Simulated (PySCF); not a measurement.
# Dipole response of Ir (iridium, neutral)

[Xe] 4f14 5d8 6s1, high-spin 4F determinant (an excited configuration). All numbers are calculated (PySCF 2.14, a scalar-relativistic core potential, in aug-cc-pwCVTZ-PP with ECP60MDF). Coupled (time-dependent) response in atomic units; α is the mean over directions.

| method | mean α (bohr³) | C₆ (like pair) | S(−4) |
| --- | --- | --- | --- |
| HSE06 | 43.93 | 435.0 | 834.3 |

S(−4) is the Cauchy moment in α(ω) = α(0) + S(−4) ω² + …

Spin-orbit coupling is absent.

α(iu) at HSE06:

| u (hartree) | α(iu) (bohr³) |
| --- | --- |
| 0 | 43.93 |
| 0.0500 | 41.97 |
| 0.100 | 37.31 |
| 0.200 | 27.34 |
| 0.300 | 20.50 |
| 0.500 | 13.20 |
| 0.750 | 8.814 |
| 1.00 | 6.401 |
| 1.50 | 3.883 |
| 2.00 | 2.624 |
| 3.00 | 1.428 |
| 5.00 | 0.6071 |

A single London oscillator, α(iu) = α/(1 + u²/ω²), gives C₆ = (3/4) ω α². Matching the computed C₆ needs ω = 4 × 435.0 / (3 × 43.93²) = 0.301 hartree.

Energies and moments cover only the electrons outside the core potential. Spin-orbit coupling, absent here, splits the open shell strongly.
